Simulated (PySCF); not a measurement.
**Computed structure and properties of [Gd(H2S)2]3+**

System: [Gd(H2S)2]3+ (singlet in the valence; each metal's 4f electrons, 7 of them, lie in its core potential, out of spins and levels); start: displaced along the imaginary mode (C2). Method: PySCF 2.14.0, RKS TPSS, Gd lcecp-1-SVP with ECP53, S def2-SVP, H def2-SVP; non-relativistic Hamiltonian with scalar-relativistic core potentials where named; density fitting; no spin-orbit coupling.

Input of the relaxation:

```python
mol = gto.M(atom='''
Gd    -0.01121    -0.00000     0.00000
S      0.01858     0.02321     2.87229
H      1.18461     0.53629     3.44050
H     -0.89540     0.94100     3.38984
S      0.01858    -0.02321    -2.87229
H      1.18461    -0.53629    -3.44050
H     -0.89540    -0.94100    -3.38984''',
    basis={'Gd': 'lcecp-1-SVP', 'S': 'def2-SVP', 'H': 'def2-SVP'},
    ecp={'Gd': 'lcecp-1-SVP'},
    charge=3, spin=0)
mf = dft.RKS(mol, xc='TPSS')
mf.grids.atom_grid = (50, 194)  # f atoms: unpruned, at least (60, 302)
mf = mf.density_fit()  # fitting sets: Gd AutoAux, S def2-universal-JKFIT, H def2-universal-JKFIT
mf.conv_tol = 1e-08; mf.max_cycle = 55
mf.kernel(dm0)  # dm0: converged density of the start geometry
# quasi-Newton relaxation in Cartesian coordinates to a largest gradient under 0.00045 Eh/bohr, steps kept in the point group
```

Run from Python with OMP_NUM_THREADS=2; the lines above give its settings. Where DIIS fails, smearing, a level shift and second-order steps follow.
It took 3.7 min on 2 threads of Arm Neoverse V1, on a shared host, from the converged density of the start.

Course of the relaxation:

```
step  energy above end (eV)  largest force component within the symmetry (eV/Å)
   0                 0.3697                                               0.439
   1                 0.3427                                               0.172
   2                 0.3195                                               0.237
   3                 0.2883                                               0.274
   4                 0.2530                                               0.265
   5                 0.1863                                               0.213
   6                 0.1745                                               0.157
   7                 0.1581                                               0.144
  47                 0.0008                                               0.037
  48                 0.0006                                               0.015
  49                 0.0003                                               0.021
  50                 0.0002                                               0.047
  51                 0.0001                                               0.025
  52                 0.0000                                               0.017
```
(The steps between are left out.)

Relaxed geometry (C2):

```xyz
7

Gd   -1.3400    0.0000    0.0000
S     0.3624    0.1125    2.2716
H     1.0206    1.3209    2.2850
H    -0.4109    0.3229    3.3915
S     0.3624   -0.1125   -2.2716
H     1.0206   -1.3209   -2.2850
H    -0.4109   -0.3229   -3.3915
```

```csv
contact,Å
Gd1–S2 (H2S),2.841
Gd1–S5 (H2S),2.841
```

On the finer grid (75, 302):

```
HOMO                                                          : -21.57 eV
LUMO                                                          : -18.82 eV
Dipole about the centre of mass                               : 0.19 D
Set of Mulliken populations of Gd1 outside the core potential : s 2.22, p 6.11, d 0.72, f 0.01
D3(BJ) dispersion energy (not in the energies)                : -0.210 eV
```

```json
{"atom": "Gd1", "Mulliken (e)": "1.93", "Löwdin (e)": "1.50", "spin (e)": "0.00"}
{"atom": "S2", "Mulliken (e)": "-0.02", "Löwdin (e)": "0.49", "spin (e)": "0.00"}
{"atom": "H3", "Mulliken (e)": "0.28", "Löwdin (e)": "0.13", "spin (e)": "0.00"}
{"atom": "H4", "Mulliken (e)": "0.28", "Löwdin (e)": "0.13", "spin (e)": "0.00"}
{"atom": "S5", "Mulliken (e)": "-0.02", "Löwdin (e)": "0.49", "spin (e)": "0.00"}
{"atom": "H6", "Mulliken (e)": "0.28", "Löwdin (e)": "0.13", "spin (e)": "0.00"}
{"atom": "H7", "Mulliken (e)": "0.28", "Löwdin (e)": "0.13", "spin (e)": "0.00"}
```

The 4f levels lie in the core potential and are missing. Their spin isn't counted.

No frequency check is given here. The steps kept the symmetry C2 of the start, so a lower state may lie off it.

Taking off one H2S (charge 0, singlet; the rest: singlet) in vacuum, both parts rigid, costs 3.57 eV; the small basis without counterpoise inflates it. Parting with an electron moved from the ligand to the metal can be far cheaper, even downhill.

Rigid scan of H2S along the line from its metal, all other atoms held (where the atom bridges, its other bond changes as well):

distance to S2 (Å), energy (eV) and a bar:
```
     2.54      0.318 ##############################
     2.64      0.124 ############
     2.74      0.027 ###
     2.84      0.000 
     2.94      0.021 ##
     3.04      0.075 #######
     3.24      0.239 #######################
```

One start shape was tried, so this needn't be the lowest isomer.

An lcecp potential fixes the number of 4f electrons, so in runs with it no electron can move into or out of that shell.
